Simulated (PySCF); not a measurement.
Radial density of Pt⁷⁰⁺ (platinum, charge +70)

revPBE, [He] 2s2 2p4, high-spin 3P determinant. Computed with PySCF 2.14 in an even-tempered Gaussian basis (17 s from 48 bohr⁻², ratio 2.2; 10 p from 63 bohr⁻², ratio 2.2; 5 d from 250 bohr⁻², ratio 2.4; 5 f from 370 bohr⁻², ratio 2.4; 4 g from 550 bohr⁻², ratio 2.4), with the non-relativistic Hamiltonian (point nucleus).

```csv
r (bohr),4πr²ρ (e/bohr),4πr²(ρα − ρβ)
0.000337,0.4516,0.0000
0.000567,1.233,-0.0001
0.000954,3.283,-0.0001
0.00160,8.392,0.0005
0.00270,20.01,0.0074
0.00454,42.49,0.0591
0.00763,74.27,0.3861
0.0128,94.68,2.0923
0.0216,79.12,8.5808
0.0363,67.97,22.4593
0.0611,83.98,27.9361
0.103,36.12,10.0211
0.173,1.821,0.4495
0.291,0.003294,0.0007
```

A non-relativistic calculation at this Z misses sizeable relativistic shifts. Spin-orbit coupling is strong in this species (close to jj coupling), so the high-spin LS determinant is a model state, not a physical level.
